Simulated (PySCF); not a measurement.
Species: C6H9NSi.
Bonds: C1–Si2, Si2–C3, C3–C4 (aromatic), C4–C5 (aromatic), C5–C6 (aromatic), C6–C7 (aromatic), C7–N8 (aromatic), C3–N8 (aromatic). Hydrogens: H9, H10, H11 on C1; H12, H13 on Si2; H14 on C4; H15 on C5; H16 on C6; H17 on C7.

Torsions of this conformer, `[CH3:1][SiH2:2][c:3]1[cH:4][cH:5][cH:6][cH:7][n:8]1`: C1–Si2–C3–C4 -131°.

The closed-shell ground state was solved at several levels (PySCF, density fitting, gas phase, non-relativistic). Geometry: PBE0-D3(BJ)/def2-SVP, one conformer, isolated molecule.

| level | basis functions | HOMO (eV) | LUMO (eV) | gap (eV) | dipole (D) |
| --- | --- | --- | --- | --- | --- |
| PBE/pcSseg-1 | 188 | -5.71 | -1.96 | 3.75 | 1.94 |
| PBE0/pcSseg-1 | 188 | -7.25 | -1.05 | 6.20 | 2.01 |

Question: What might wB97X-D/def2-SVPD (236 basis functions) give for the same quantities?

Answer: HOMO -9.13 eV, LUMO 0.62 eV, gap 9.75 eV, dipole 2.04 D.

Question: Over all these levels, which gives the widest orbital gap and which the narrowest?

Answer: wB97X-D/def2-SVPD (range-separated hybrid) has the widest, 9.75 eV, and PBE/pcSseg-1 (GGA) the narrowest, 3.75 eV. Functional and basis both differ between the two, so the spread mixes both effects.

Question: How far do the dipole and the HOMO energy spread over the levels?

Answer: The dipole runs from 1.94 to 2.04 D (mean 1.99 D) and the HOMO from -9.13 to -5.71 eV.
